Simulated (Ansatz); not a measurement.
`[CH3][Sc]([CH3])[NH2]` at its PBE0-D4/def2-TZVP geometry, where that method's forces vanish. Charge 0, multiplicity 1.

```
atom    x (Å)    y (Å)    z (Å)
  C1   1.9215   0.4715  -0.6466
 Sc2  -0.0939   0.1632   0.1727
  C3  -1.2671  -1.5654  -0.5073
  N4  -0.8480   1.4270   1.4931
  H5   2.0152   0.0648  -1.6626
  H6   2.6837  -0.0391  -0.0403
  H7   2.2204   1.5268  -0.6918
  H8  -1.5394  -2.2353   0.3204
  H9  -2.2135  -1.2684  -0.9802
 H10  -0.7219  -2.1729  -1.2416
 H11  -0.3933   2.2548   1.8606
 H12  -1.7638   1.3731   1.9237
```

Question: For each bond, give half the difference of the two atoms' forces along it (eV/Å; positive pushes the atoms apart) under PBE-D4, r2SCAN-D4, B3LYP-D4, ωB97M-V in def2-TZVPP. (An estimate is asked.)

Answer: Computed: 
```json
{"bond": "C1–Sc2", "length (Å)": "2.197", "PBE-D4": "-0.09", "r2SCAN-D4": "-0.02", "B3LYP-D4": "0.06", "ωB97M-V": "0.03"}
{"bond": "C1–H5", "length (Å)": "1.098", "PBE-D4": "0.12", "r2SCAN-D4": "-0.01", "B3LYP-D4": "-0.06", "ωB97M-V": "-0.06"}
{"bond": "C1–H6", "length (Å)": "1.100", "PBE-D4": "0.13", "r2SCAN-D4": "0.00", "B3LYP-D4": "-0.05", "ωB97M-V": "-0.06"}
{"bond": "C1–H7", "length (Å)": "1.098", "PBE-D4": "0.12", "r2SCAN-D4": "-0.02", "B3LYP-D4": "-0.06", "ωB97M-V": "-0.07"}
{"bond": "Sc2–C3", "length (Å)": "2.197", "PBE-D4": "-0.10", "r2SCAN-D4": "-0.03", "B3LYP-D4": "0.06", "ωB97M-V": "0.03"}
{"bond": "Sc2–N4", "length (Å)": "1.977", "PBE-D4": "-0.07", "r2SCAN-D4": "0.10", "B3LYP-D4": "0.13", "ωB97M-V": "0.12"}
{"bond": "C3–H8", "length (Å)": "1.099", "PBE-D4": "0.13", "r2SCAN-D4": "-0.01", "B3LYP-D4": "-0.05", "ωB97M-V": "-0.07"}
{"bond": "C3–H9", "length (Å)": "1.099", "PBE-D4": "0.13", "r2SCAN-D4": "-0.01", "B3LYP-D4": "-0.05", "ωB97M-V": "-0.07"}
{"bond": "C3–H10", "length (Å)": "1.098", "PBE-D4": "0.12", "r2SCAN-D4": "-0.02", "B3LYP-D4": "-0.06", "ωB97M-V": "-0.06"}
{"bond": "N4–H11", "length (Å)": "1.013", "PBE-D4": "0.26", "r2SCAN-D4": "0.00", "B3LYP-D4": "-0.04", "ωB97M-V": "-0.06"}
{"bond": "N4–H12", "length (Å)": "1.013", "PBE-D4": "0.26", "r2SCAN-D4": "0.00", "B3LYP-D4": "-0.04", "ωB97M-V": "-0.06"}
```

B3LYP here is the variant with VWN-RPA as its local correlation; programs differ in this.
